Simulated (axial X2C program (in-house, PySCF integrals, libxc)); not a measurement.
Worked dissociation energy of SbI: CCSD(T), without spin–orbit coupling

Calculated with an in-house all-electron X2C program for linear molecules (integrals from PySCF). Spin-free means the one-electron spin-free X2C Hamiltonian. Basis: I dyall-cv3z [11s12p8d4f1g], Sb dyall-cv3z [11s12p8d4f1g] (cores contracted in-house); Gaussian nuclei, density fitting, unrestricted open shells. Masses: I 126.904 u, Sb 120.904 u.

Molecular state: M_S = 1, Λ = 0 (beyond evenly filled blocks: π+α, π-α).

Correlated methods: 12 electrons correlated (number of frozen shells: I 4 s, 3 p, 2 d; Sb 4 s, 3 p, 2 d), 306 virtual spin orbitals or spinors in MP2, 89 natural virtuals in coupled cluster.

```
E(I) (2M_S = 1, M_L = 0)  : -7112.897665 hartree
E(Sb) (2M_S = 3, M_L = 0) : -6478.118412 hartree
E(SbI) at Re              : -13591.091920 hartree
ωe                        : 203.7 cm⁻¹
ωexe                      : 0.387 cm⁻¹
```

Question: Work out De and D0.

Answer: De = -7112.897665 + (-6478.118412) − (-13591.091920) = 0.07584 hartree = 2.064 eV. The zero-point energy is ωe/2 − ωexe/4 = 102 cm⁻¹ = 0.013 eV, so D0 = 2.051 eV.

The state is one determinant whose occupation by symmetry is held fixed; it was picked as the lowest of a PBE0 search that is not exhaustive. Dissociation energies refer to the lowest single-determinant-based atoms at the same level and basis. Coupled cluster ran in a truncated set of natural virtual spinors; the MP2 energy of the rest was added. (T) has no such correction and the atoms are truncated less, which lowers De at CCSD(T) by a hundredth of an eV or more. Other states lie close and PBE0, whose exact exchange favours high spin, may order them wrongly; the determinant shown need not be the ground state. The nearest other spin-free determinant of the search, M_S = 0, Λ = 2, lies 0.76 eV up at the distance of the search. The determinant is spin-polarised beyond a pure state at some levels (its spin-free form has ⟨S²⟩ too high), which makes Re and μ there less reliable. With the outer-core shells frozen, correlated bond lengths of heavy atoms tend to come out a few hundredths of an ångström too long. Spin-free De lacks the spin–orbit lowering of the heavy p-block atom, a tenth of an eV or more for 4p and 5p, up to an eV for 6p and one to two eV for 7p atoms, less what an open-shell molecule gains itself.

Each atomic determinant is the lowest at this level and need not be a pure term. Totals compare only within one Hamiltonian and basis.
